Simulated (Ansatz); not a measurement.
Ansatz (an electronic-structure program) input for MoO₂F₂, SMILES [O]=[Mo](=[O])([F])[F], multiplicity 1, PBE-D3(BJ)/def2-SVP. 

Ansatz 0.2 input:
```yaml
crystal:
  periodic: [false, false, false]
  atoms:
    - {symbol: Mo, position_ang: [0.00000000, 0.00000000, 0.03550448]}
    - {symbol: O, position_ang: [0.00000001, 1.34106515, 1.03610908]}
    - {symbol: O, position_ang: [-0.00000000, -1.34106514, 1.03610910]}
    - {symbol: F, position_ang: [-1.52508813, -0.00000000, -1.00382963]}
    - {symbol: F, position_ang: [1.52508811, -0.00000001, -1.00382965]}
basis:
  gaussian:
    orbitals: def2-SVP
hamiltonian:
  xc: pbe
  dispersion: d3bj
relax: {f_tol: 0.002, max_steps: 200}
```

Log of the run:

```
WARN ansatz: RAYON_NUM_THREADS=1 ignored (pool sized by the plan → 1); use --threads N
Functional definition: PBE
integrals: 0.03 GiB planned
885 factors; their error is unknown
mean field: 0.20 GiB planned
mean field evaluation 1: about -11355.7529 eV, gradient 1.0e2 eV
mean field evaluation 2: about -10967.6236 eV, gradient 3.5e2 eV
mean field evaluation 4: about -11370.1061 eV, gradient 4.3e1 eV
mean field evaluation 8: about -11373.6611 eV, gradient 2.4e0 eV
mean field evaluation 16: about -11373.6368 eV, gradient 2.8e-4 eV
mean field -11373.63683968 eV, -417.9734445302 hartree, gradient 2.1e-5 eV, S^2 0.000000; 0 other end points of the search recorded, 0 dependent functions left out
the calculation of the forces begins
reference -11373.63691052 eV, -417.9734471335 hartree; 24, 24 occupied and 63, 63 virtual orbitals, 885 factors
relax step   1: F+E_penalty+E_count = -11373.73107100 eV  Δ(F+E_penalty+E_count) = +0.000e0 eV  max|allowed force component| = 8.014e-1 eV/Å  Δτ_max = 0.0000 Å  (33 SCF iters, accepted)
these checks for a lower state are left out or cut short: starts, cluster_reference, orbital_swaps, neighbouring_geometries, increment
integrals: 0.03 GiB planned
885 factors; their error is unknown
mean field: 0.20 GiB planned
mean field -11373.64988403 eV, -417.9739239012 hartree, gradient 2.1e-5 eV, S^2 0.000000; 0 other end points of the search recorded, 0 dependent functions left out
the calculation of the forces begins
reference -11373.64995491 eV, -417.9739265062 hartree; 24, 24 occupied and 63, 63 virtual orbitals, 885 factors
relax step   2: F+E_penalty+E_count = -11373.74388241 eV  Δ(F+E_penalty+E_count) = -1.281e-2 eV  max|allowed force component| = 1.115e-1 eV/Å  Δτ_max = 0.0111 Å  (31 SCF iters, accepted)
these checks for a lower state are left out or cut short: starts, cluster_reference, orbital_swaps, neighbouring_geometries, increment
integrals: 0.03 GiB planned
885 factors; their error is unknown
mean field: 0.20 GiB planned
mean field evaluation 32: about -11373.6501 eV, gradient 1.2e-1 eV
mean field -11373.65015372 eV, -417.9739338122 hartree, gradient 2.2e-5 eV, S^2 0.000000; 0 other end points of the search recorded, 0 dependent functions left out
the calculation of the forces begins
reference -11373.65022461 eV, -417.9739364174 hartree; 24, 24 occupied and 63, 63 virtual orbitals, 885 factors
relax step   3: F+E_penalty+E_count = -11373.74412838 eV  Δ(F+E_penalty+E_count) = -2.460e-4 eV  max|allowed force component| = 1.047e-2 eV/Å  Δτ_max = 0.0029 Å  (32 SCF iters, accepted)
these checks for a lower state are left out or cut short: starts, cluster_reference, orbital_swaps, neighbouring_geometries, increment
integrals: 0.03 GiB planned
885 factors; their error is unknown
mean field: 0.20 GiB planned
mean field -11373.65016282 eV, -417.9739341466 hartree, gradient 8.9e-5 eV, S^2 0.000000; 0 other end points of the search recorded, 0 dependent functions left out
the calculation of the forces begins
reference -11373.65023371 eV, -417.9739367518 hartree; 24, 24 occupied and 63, 63 virtual orbitals, 885 factors
relax step   4: F+E_penalty+E_count = -11373.74413891 eV  Δ(F+E_penalty+E_count) = -1.053e-5 eV  max|allowed force component| = 1.847e-3 eV/Å  Δτ_max = 0.0012 Å  (21 SCF iters, accepted)
integrals: 0.03 GiB planned
885 factors; their error is unknown
mean field: 0.20 GiB planned
mean field evaluation 64: about -11373.6502 eV, gradient 1.4e-5 eV
mean field -11373.65016282 eV, -417.9739341466 hartree, gradient 8.9e-5 eV, S^2 0.000000; 1 other end points of the search recorded, 0 dependent functions left out
the calculation of the forces begins
reference -11373.65023371 eV, -417.9739367518 hartree; 24, 24 occupied and 63, 63 virtual orbitals, 885 factors
Total energy: -11373.74420980 eV, -417.9773903095 hartree
Atom 0 at     0.000000     0.000000     0.027325 Å, force    -0.000000    -0.000000     0.000759 eV/Å
Atom 1 at     0.000000     1.350156     1.038755 Å, force    -0.000000    -0.001674    -0.001847 eV/Å
Atom 2 at     0.000000    -1.350156     1.038755 Å, force     0.000000     0.001674    -0.001847 eV/Å
Atom 3 at    -1.539214    -0.000000    -1.002386 Å, force     0.000413    -0.000000     0.001468 eV/Å
Atom 4 at     1.539214    -0.000000    -1.002386 Å, force    -0.000413    -0.000000     0.001468 eV/Å
Dipole moment:     0.000000     0.000000    -0.227016 e Å
```

The calculation finished and met its thresholds.
